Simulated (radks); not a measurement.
Re15+, configuration [Kr] 4d10 4f12 5s2 (the NIST ground configuration). Calculated with a radial shooting solver on a logarithmic mesh with Libxc functionals: Dirac Kohn-Sham, relativistic LDA (MacDonald-Vosko exchange, VWN5 correlation), spin-unpolarised, spherical densities, finite nucleus; open shells fill j = l - 1/2 first; Fermi nuclear charge, rms radius 5.3698 fm.

Unscreened Slater integrals over Kohn-Sham orbitals (cm^-1). Large and small components are both included.

integral          value
F0(4f7/2,4f7/2)  379880
F2(4f7/2,4f7/2)  190700
F4(4f7/2,4f7/2)  121870
F6(4f7/2,4f7/2)   88335
F0(4f7/2,4f5/2)  381840
F2(4f7/2,4f5/2)  191560
F4(4f7/2,4f5/2)  122390
G2(4f7/2,4f5/2)  190710
G4(4f7/2,4f5/2)  121870
G6(4f7/2,4f5/2)   88337
F0(4f7/2,5s1/2)  254090
G3(4f7/2,5s1/2)   35910
F0(4f7/2,4d5/2)  387330
F2(4f7/2,4d5/2)  191970
F4(4f7/2,4d5/2)  124120
G1(4f7/2,4d5/2)  219480
G3(4f7/2,4d5/2)  142140
G5(4f7/2,4d5/2)  101730
F0(4f5/2,4f5/2)  383840
F2(4f5/2,4f5/2)  192460
F4(4f5/2,4f5/2)  122950
F0(4f5/2,5s1/2)  254610
G3(4f5/2,5s1/2)   35256
F0(4f5/2,4d5/2)  389330
F2(4f5/2,4d5/2)  192630
F4(4f5/2,4d5/2)  124450
G1(4f5/2,4d5/2)  219210
G3(4f5/2,4d5/2)  142050
G5(4f5/2,4d5/2)  101680
F0(5s1/2,5s1/2)  214050
F0(5s1/2,4d5/2)  257370
G2(5s1/2,4d5/2)   29923
F0(4d5/2,4d5/2)  399120
F2(4d5/2,4d5/2)  203260
F4(4d5/2,4d5/2)  136550
